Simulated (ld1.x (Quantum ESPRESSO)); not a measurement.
## Which change was made? (Re, TM semilocal)

Re, norm-conserving Troullier–Martins (semilocal form), made with ld1.x (Quantum ESPRESSO) 7.5 (PBE, scalar-relativistic). Core [Xe] 4f14, reference 5d5 6s1 6p0 (charge +1). Waves: 6s (bound): rc 2.60 bohr; 6p (bound, empty): rc 3.40 bohr; 5d (bound): rc 1.55 bohr. Local part: the d channel. Core correction: none.

Cutoffs, loose and tight: the cutoffs (Ry, on a coarse ladder) from which the occupation-weighted sum of valence levels, in a spherical-Bessel basis at the reference potential, stays within 10 and 1 mRy of its value at 400 Ry. They do not see the model core or the augmentation charge, which bear on the density cutoff. Test errors are all-electron minus pseudo excitation energies from the reference, over the configurations 5d5 6s2 6p0; 5d5 6s0 6p0; 5d4 6s0 6p0; 5d6 6s0 6p0; 5d5 6s1.5 6p0; 5d5 6s0 6p1; 5d4 6s2 6p0; variants that change the core or the reference have their own tests.

The base gives: outcome: generated; cutoff, loose: 35 Ry; cutoff, tight: 55 Ry; bound ghosts: none; largest test error (meV): +84.

(1) After one change the result is: outcome: generated; cutoff, loose: 35 Ry; cutoff, tight: 40 Ry; bound ghosts: none; largest test error (meV): -59. Which change was it?
A. all radii scaled by about 1.22 (s 3.18, p 4.16, d 1.90 bohr)
B. all radii scaled by about 1.40 (s 3.64, p 4.76, d 2.18 bohr)
C. all radii scaled by about 0.77 (s 2.00, p 2.62, d 1.20 bohr)

## Answers

(1) B. The others give: all radii scaled by about 0.77 (s 2.00, p 2.62, d 1.20 bohr) → outcome: generated; cutoff, loose: 80 Ry; cutoff, tight: 140 Ry; bound ghosts: none; largest test error (meV): +67 | all radii scaled by about 1.22 (s 3.18, p 4.16, d 1.90 bohr) → outcome: generated; cutoff, loose: 35 Ry; cutoff, tight: 40 Ry; bound ghosts: none; largest test error (meV): +32.
